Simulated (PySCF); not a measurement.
Ligands exchanged one at a time, Al SH-H. Isolated molecules, 0 K electronic values unless said otherwise. One relaxed conformer stands for each flexible species; it need not be the lowest. Strings in code marks are SMILES.

Quantity: redistribution energy (mixed species minus the weighted end members), in kJ/mol.

Case: 1 of 3 SH replaced by H: `[SH][AlH][SH]` (H–S–Al–S torsion 0°, S–Al–S–H torsion 0°). The other species in the difference include `[SH][Al]([SH])[SH]` (neutral, multiplicity 1). Geometry of `[SH][AlH][SH]` (neutral, multiplicity 1, Å):

```xyz
6

S      1.9099     0.2363     0.0109
Al    -0.1960     0.8270    -0.0210
S     -1.8163    -0.6423     0.0049
H      1.6587    -1.0835     0.0438
H     -0.5560     2.3540    -0.0639
H     -1.0024    -1.7111     0.0390
```

Estimate the redistribution energy (mixed species minus the weighted end members) that TPSSh-D3(BJ)/def2-TZVP (PySCF) returns for this input.

-6.31 kJ/mol.
